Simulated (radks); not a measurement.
Valence configurations of Pt I (all share [Xe]). Calculated with a radial shooting solver on a logarithmic mesh with Libxc functionals: scalar-relativistic Kohn-Sham, PBEsol, spin-polarised, spherical densities, finite nucleus; open shells are filled with parallel spins first (spin-orbit coupling, left out, can overturn this in heavy ions); Fermi nuclear charge, rms radius 5.427 fm. Energies are relative to 4f14 5d9 6s1; eigenvalues in eV for spin up.

valence               E (eV)  moment (Bohr magnetons)    e(4f)    e(5d)   e(6p)   e(6s)
4f14 5d9 6s1           0.000                        2  -70.133   -6.524       -  -6.132
4f14 5d8 6s2           0.882                        2  -73.055   -8.625       -  -6.815
4f14 5d8.5 6s1 6p0.5   2.513                        3  -72.480   -8.533  -1.826  -7.398
4f14 5d9 6s0.5 6p0.5   2.581                        2  -71.161   -7.493  -1.604  -6.851
4f14 5d9 6p1           5.238                        2  -72.097   -8.358  -2.087       -
4f14 5d8 6s1 6p1       5.448                        4  -74.790  -10.453  -2.496  -8.525
4f13.5 5d9.5 6s1      33.340                        2  -75.746   -6.840       -  -6.057
4f13 5d9 6s2          70.902                        2  -84.616   -9.458       -  -6.709
4f13 5d9 6p2          81.979                        4  -88.208  -12.988  -3.270       -
4f11 5d9 6p4          280.88                        6  -123.58  -23.583  -5.280       -

NIST lists [Xe] 4f14 5d9 6s1 as the ground configuration; this level of theory agrees among the configurations tried. The energies are those of spherical high-spin densities, not of single terms.
